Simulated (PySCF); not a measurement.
CH7O2PSi (SMILES C[Si](O)(O)P), singlet, at a GFN2-xTB geometry, atoms displaced at random by about 0.08 Å a coordinate. Base run: TPSS/STO-3G, gradient (PySCF).

Here is a job for PySCF.
```python
from pyscf import gto, scf, dft

mol = gto.Mole()
mol.atom = '''
    C     2.10256875    0.11884052   -0.57989978
    Si    0.24665604    0.30372972    0.31486317
    O    -0.37398763    1.63132121   -0.40026800
    O     0.49694652    0.18281163    1.85832132
    P    -1.46385133   -1.17292902   -0.60276435
    H     2.33562119   -0.81511054   -0.14393906
    H     2.05257187    0.15788126   -1.51792575
    H     2.78662165    0.61527394    0.00514606
    H    -0.12726876    2.38603164   -0.19403098
    H    -0.20950616    0.08374846    2.27955670
    H    -1.30589296   -0.98701410   -1.81280655
    H    -0.46069284   -2.29656374   -0.70042153
'''
mol.basis = 'sto-3g'
mol.verbose = 4
mol.build()

mf = dft.RKS(mol)
mf.xc = 'tpss'
mf.kernel()
g = mf.nuc_grad_method()
grad = g.kernel()
```

The coordinate followed is z of atom 6.

Variants of this job, named by their change:

| change | dE/dx (Eh/bohr) | net force (Eh/bohr) |
|---|---|---|
| base | 0.014783 | 0.000117 |
| grids.level = 0; grid_response = on | 0.014936 | 0.000000 |
| grids.level = 5; grid_response = on | 0.014782 | 0.000000 |
| grids.level = 0; grid_response = off | 0.014115 | 0.009822 |
| finite difference step (bohr) = 1e-4; conv_tol = 1e-11 | 0.014775 | - |
| density fitting = on; auxbasis_response = off | 0.014759 | 0.004088 |
| finite difference step (bohr) = 0.01; conv_tol = 1e-11 | 0.014776 | - |
| finite difference step (bohr) = 1e-3; conv_tol = 1e-11 | 0.014775 | - |
| finite difference step (bohr) = 0.05; conv_tol = 1e-11 | 0.014803 | - |
| grids.level = 1; grid_response = on | 0.014725 | 0.000000 |
| density fitting = on | 0.014781 | 0.000117 |
| grids.level = 5; grid_response = off | 0.014781 | 0.000010 |

The net force is zero for an exact gradient.
